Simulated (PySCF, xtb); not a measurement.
SbHBr2, SMILES [Br][SbH][Br].

GFN2-xTB in xtb 6.7.1 at its own geometry gives an orbital gap of 3.91 eV and a dipole moment of 7.39 D.

Coordinates come from a PBE0-D3(BJ)/def2-SVP optimisation. The structure was generated by enumeration; whether it is a known compound was not checked. The def2 effective core potentials stand for the cores of Sb; spin–orbit coupling is left out.

**Question.** What does r2SCAN/def2-TZVPD run with PySCF give? (An estimate is asked for; the answer gives what the named calculation found.)

**Answer.** gap 4.08 eV (levels -6.96 and -2.89 eV), dipole 2.43 D.
